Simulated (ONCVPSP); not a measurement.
# Reading a pseudo-wave (aluminium (Al))

Columns: radius, all-electron u(r) and pseudo u(r) of the 3s shell (level -19.20 eV) of aluminium in the configuration [Ne] 3s1.5; PBE, scalar-relativistic, ONCV scheme, ONCVPSP 4.0.1.

```tsv
r (bohr)	all-electron	pseudo
0.090	0.1506	0.0154
0.180	-0.0449	0.0325
0.270	-0.2265	0.0526
0.360	-0.3201	0.0763
0.450	-0.3310	0.1039
0.540	-0.2823	0.1350
0.630	-0.1970	0.1697
0.720	-0.0923	0.2078
0.810	0.0197	0.2498
0.900	0.1307	0.2958
0.990	0.2357	0.3459
1.080	0.3316	0.3993
1.170	0.4167	0.4543
1.260	0.4904	0.5089
1.350	0.5527	0.5604
1.440	0.6039	0.6065
1.530	0.6450	0.6456
1.620	0.6767	0.6768
1.710	0.6999	0.6999
1.800	0.7153	0.7153
1.890	0.7236	0.7236
1.980	0.7255	0.7255
2.070	0.7218	0.7218
2.160	0.7132	0.7132
2.250	0.7003	0.7003
2.340	0.6840	0.6840
```

(1) How many radial nodes do the two functions have?

(2) At about which radius was the pseudo-wave matched?

(3) Is the pseudo-wave norm-conserving?

## Answers

(1) The all-electron 3s function has n − l − 1 = 2; the pseudo-wave has 0, since the states of the same l below it are removed with the core.

(2) 1.80 bohr. The columns agree to 0.0005 from 1.62 bohr on; several derivatives are matched, so the curves merge somewhat inside the radius.

(3) Yes: the ONCV scheme keeps the norm inside the radius equal to the all-electron one, which fixes the energy derivative of the logarithmic derivative at the level.
